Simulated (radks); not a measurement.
Results of a calculation; reference values are marked as such.
Q: Nd IX, configuration [Kr] 4d10 4f2 5s2 5p1 6f1 (not the ground configuration). Level of theory: scalar-relativistic Kohn-Sham, PBEsol, spin-polarised, spherical densities, finite nucleus; open shells are filled with parallel spins first (spin-orbit coupling, left out, can overturn this in heavy ions); Fermi nuclear charge, rms radius 4.9123 fm (a radial shooting solver on a logarithmic mesh with Libxc functionals). Some entries of the table are withheld. Estimate them.

| orbital | occ. | eigenvalue (Ry) | <1/r> (bohr^-1) | <r> (bohr) |
|---|---|---|---|---|
| 1s up | 1 | -3198.146 | 66.02 | 0.02364 |
| 1s down | 1 | -3198.139 | 66.02 | 0.02364 |
| 2s up | 1 | -525.5423 | 15.25 | 0.1010 |
| 2s down | 1 | -525.5374 | 15.25 | 0.1010 |
| 2p up | 3 | -470.9519 | 14.38 | 0.08881 |
| 2p down | 3 | -470.9451 | 14.38 | 0.08881 |
| 3s up | 1 | -121.7340 | 5.559 | 0.2665 |
| 3s down | 1 | -121.6673 | 5.561 | 0.2664 |
| 3p up | 3 | -104.5124 | 5.254 | 0.2646 |
| 3p down | 3 | -104.4454 | 5.256 | 0.2645 |
| 3d up | 5 | -80.58628 | 4.986 | 0.2418 |
| 3d down | 5 | -80.53300 | 4.989 | 0.2416 |
| 4s up | 1 | -31.88760 | 2.343 | 0.6037 |
| 4s down | 1 | -31.72786 | 2.343 | 0.6036 |
| 4p up | 3 | -26.20090 | 2.165 | 0.6372 |
| 4p down | 3 | -26.04067 | 2.165 | 0.6369 |
| 4d up | 5 | -18.09254 | 1.912 | 0.6912 |
| 4d down | 5 | -17.92778 | 1.913 | 0.6904 |
| 5s up | 1 | -11.18989 | 1.031 | 1.302 |
| 5s down | 1 | -10.96821 | 1.031 | 1.304 |
| 5p up | 1 | (1) | 0.9372 | 1.419 |
| 4f up | 2 | -9.28646 | 1.496 | 0.8223 |
| 5p down | 0 | (2) | 0.9330 | 1.425 |
| 4f down | 0 | -9.10454 | 1.501 | 0.8196 |
| 6f up | 1 | -2.91622 | 0.3694 | 3.778 |

A: 
(1) 5p up eigenvalue (Ry): -9.45258
(2) 5p down eigenvalue (Ry): -9.23715
